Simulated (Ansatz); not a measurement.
A made-up structure of MgAlBH4O, closed shell:

```xyz
8
angstrom
B 0.9652 -2.5464 0.4649
Mg -0.2504 0.6564 -0.1211
O 0.3800 -1.0067 0.1818
Al -1.0410 2.7475 -0.5014
H -0.6308 3.9543 0.3266
H -2.0310 3.0731 -1.6079
H 1.7309 -3.0116 -0.2561
H 0.6015 -3.1397 1.3804
```

It is relaxed with PBE-D4/def2-SVP and then PBE0-D4/def2-TZVP (Ansatz 0.2.0). Atoms count as bonded within 1.22 times the sum of their covalent radii (H–H: 0.88 Å). The end point is not checked to be a true minimum.

Does its bonding change? (Judge from chemistry; the calculation decides.)

Computed: No: no bond forms or breaks.

Where it ends: The first stage lowers the energy by 2.34 eV in 7 steps. It ends as MgAlBH₄O ([BH2][O][Mg][AlH2]):
```
8
angstrom
B 0.9449 -2.4945 0.4551
Mg -0.1490 0.3877 -0.0706
O 0.4795 -1.2755 0.2328
Al -1.0931 2.8860 -0.5267
H -0.5501 4.1624 0.2634
H -2.2316 3.1858 -1.6048
H 1.8749 -2.9276 -0.1933
H 0.4489 -3.1975 1.3111
```

Labels in which every atom is bracketed show which atoms are joined, not bond orders.

For scale, one of the runs: PBE0-D4/def2-TZVP relaxation, 155 basis functions, launched by `ansatz run in.yaml --threads 2 --pin off --events-out ev --progress --plain --max-ram 4352MiB`. Hardware: 2 CPU threads of an AMD EPYC 9R45, shared host. Wall time about 29 s.
